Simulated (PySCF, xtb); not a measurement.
C5H4BF, SMILES C#C[C@@H]1C=CB1F.

GFN2-xTB (xtb 6.7.1) at its own geometry gives an orbital gap of 3.33 eV and a dipole moment of 1.74 D.

Coordinates come from a B3LYP-D3(BJ)/def2-SVP optimisation. The structure was generated by enumeration; whether it is a known compound was not checked.

Question: What does PBE/def2-TZVP run with PySCF give? (Estimate from the structure and the level; the computed values follow.)

Answer: gap 3.70 eV (levels -6.19 and -2.49 eV), dipole 1.78 D.
